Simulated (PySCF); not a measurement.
MSe for M along the 3d metals

PBE0 with triple-zeta basis sets in PySCF, for the lowest determinant that a PBE0 search found; no spin–orbit coupling. De refers to high-spin ground-configuration atoms. A positive dipole means M(−)Se(+).

| M | basis | state (unpaired electrons) | Re (Å) | ωe (cm⁻¹) | De (eV) | μ (D) |
| --- | --- | --- | --- | --- | --- | --- |
| Sc | x2c-TZVPPall | doublet (σ ↑) | 2.250 | 439 | 4.37 | -5.70 |
| Ti | x2c-TZVPPall | triplet (σ ↑, δ ↑) | 2.201 | 427 | n/a | -5.84 |
| Mn | x2c-TZVPPall | sextet (σ ↑, π ↑↑, δ ↑↑) | 2.188 | 368 | 2.77 | -5.84 |
| Fe | def2-TZVPP | quintet (σ ↑, π ↑↑, δ ↑) | 2.152 | 385 | n/a | -5.81 |
| Co | x2c-TZVPPall | quartet (π ↑↑, δ ↑) | 2.089 | 396 | n/a | -4.63 |
| Ni | x2c-TZVPPall | triplet (π ↑↑) | 2.069 | 399 | n/a | -4.11 |
| Cu | x2c-TZVPPall | doublet (π ↑) | 2.180 | 299 | 2.60 | -3.71 |
| Zn | def2-TZVPP | singlet (closed shell) | 2.178 | 331 | 1.24 | -5.22 |

The shortest bond is that of NiSe (2.069 Å), the longest that of ScSe (2.250 Å).

The rows differ in basis set, which adds steps of its own.

The state changes along the series, so neighbouring rows are not always alike in their bonding.

De is left out where the level can put another filling of the metal’s s and d shells below the measured ground configuration, by anything from nothing to about 1 eV. The metal atom is held in its measured ground configuration; semilocal functionals can put another filling of s and d lower by some tenths of an eV, and De to that atom would be smaller. Spin–orbit coupling is left out. With d or f electrons several states lie close, and the lowest PBE0 determinant need not be the measured ground state.
